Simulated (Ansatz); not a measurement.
Consider the ligand exchange at the Si–O bond: `[F][Mg][O][SiH3]` + `OCS` → `[SiH3]OCS` + `[OH][Mg][F]`.

Isolated molecules relaxed with PBE0-D4/def2-TZVP in Ansatz; ΔE leaves out vibrations. CCSD(T)/CBS is the MP2 limit (def2-TZVPP, def2-QZVPP) plus CCSD(T) − MP2 in def2-TZVPP, frozen cores. DFT in def2-TZVPP. B3LYP here is the variant with VWN-RPA as its local correlation; programs differ in this. HSE06 is defined as in plane-wave codes. For Mg outer-core shells are correlated without core-valence functions, which leaves a few kJ/mol of doubt a bond. Each species was taken in one conformer, which may not be the lowest.

`[F][Mg][O][SiH3]`:

```xyz
7

F    -3.681    0.751    1.136
Mg   -2.042    0.417    0.630
O    -0.370    0.076    0.114
Si    1.144   -0.233   -0.353
H     1.426   -1.698   -0.332
H     1.390    0.256   -1.741
H     2.132    0.432    0.545
```

`OCS`:

```xyz
7

O    -0.958   -0.722    0.325
C    -0.121    0.261   -0.228
S     1.505   -0.414   -0.569
H    -1.805   -0.314    0.530
H    -0.482    0.611   -1.204
H    -0.021    1.127    0.434
H     1.882   -0.549    0.713
```

`[SiH3]OCS`:

Z-matrix (Å, degrees):
```
Si
O 1 1.649
H 1 1.479 2 106.2
H 1 1.489 2 110.5 3 -120.0
H 1 1.489 2 110.7 3 120.2
C 2 1.400 1 122.5 3 178.9
S 6 1.798 2 112.1 1 179.7
H 6 1.096 2 111.3 1 62.9
H 6 1.095 2 111.0 1 -57.8
H 7 1.343 6 96.4 2 71.5
```

`[OH][Mg][F]`:

```xyz
4

O     0.265    1.049    0.092
Mg   -0.209   -0.636    0.002
F    -0.715   -2.312   -0.046
H     0.659    1.899   -0.049
```

Is it downhill or uphill in electronic energy at CCSD(T)/CBS, and by how much? (Estimate.)

Ansatz gave: Uphill: ΔE = +0.35 eV.

What do these levels give: PBE-D4, BLYP-D4, r2SCAN-D4, B3LYP-D4, HSE06-D4, PBE, BLYP, RPA@PBE/def2-TZVPP, HF/def2-SVP, HF/def2-TZVPP, MP2/def2-TZVPP, CCSD/CBS(def2)? (Estimate.)

Ansatz gave: PBE-D4 0.29, BLYP-D4 0.27, r2SCAN-D4 0.32, B3LYP-D4 0.29, HSE06-D4 0.32, PBE 0.32, BLYP 0.31, RPA@PBE/def2-TZVPP 0.37, HF/def2-SVP 0.44, HF/def2-TZVPP 0.40, MP2/def2-TZVPP 0.33, CCSD/CBS(def2) 0.36 eV.

Largest T1 diagnostic among the species: 0.012.

The D4 term adds −0.04 eV with B3LYP and −0.02 eV with PBE0; it sums over pairs of atoms, weighted by their polarisabilities, and B3LYP, whose exchange is more repulsive, gets the larger term. Leaving LDA and LC-ωPBE aside and taking each functional with its dispersion term where it has one, the values, not all of them listed here, spread over 0.10 eV, from BLYP-D4 to B97M-V. LDA lies −0.04 eV from PBE without D4.
